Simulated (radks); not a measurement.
Values are calculated unless marked as measured or tabulated.
Eu LIV, 10 electrons, occupied as [Ne].

Level of theory: scalar-relativistic Kohn-Sham, SCAN, spin-polarised, spherical densities, finite nucleus; meta-GGA in the generalised Kohn-Sham scheme; Fermi nuclear charge, rms radius 5.1115 fm (a radial shooting solver on a logarithmic mesh with Libxc functionals).

Energy parts (eV):
part                      energy
total                 -211446.27
kinetic                230810.10
electron-nucleus      -457205.04
Hartree                 18021.77
exchange-correlation    -3073.10

Orbitals (lengths in bohr, moments of r in powers of bohr):
orbital,occ.,eigenvalue (eV),<r>
1s,2,-52532.95,0.02230
2s,2,-11812.80,0.09336
2p,6,-10981.19,0.08207

The highest occupied level is 2p at -10981.2 eV. Summed over all electrons, <r^2> = 0.07095 bohr^2, which gives a Langevin (diamagnetic) susceptibility term of -0.0562 x 10^-6 cm^3/mol. For comparison, the ionisation energy in NIST's Atomic Spectra Database is 10880 eV (theoretical). In exact Kohn-Sham theory the highest level is minus the ionisation energy, but local and semilocal functionals leave it too shallow, through self-interaction and a potential that decays too fast; potentials with the right tail come closer. The electron density at the nucleus is 5.908e+05 e/bohr^3 (large components only).
